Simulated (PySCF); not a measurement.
Vertical excitations of a molecule C₃H₉Ge, multiplicity 2 from TDA-PBE/def2-SVPD in PySCF, as energy in eV (oscillator strength): 4.14 (0.001), 4.18 (0.014), 4.18 (0.014), 4.73 (0.058), 4.73 (0.058), 5.26 (0.130), 5.79 (0.000), 6.05 (0.006), 6.05 (0.006), 6.30 (0.013). Coordinates come from a ωB97X-D3(BJ)/def2-SVP optimisation. The values are those of a single conformer.

Q: Which molecule gave these data?
A. [CH3][Ge]([CH3])[CH3]
B. C[CH][CH2][GeH3]
C. C[C](C)[GeH3]

A: A, [CH3][Ge]([CH3])[CH3]
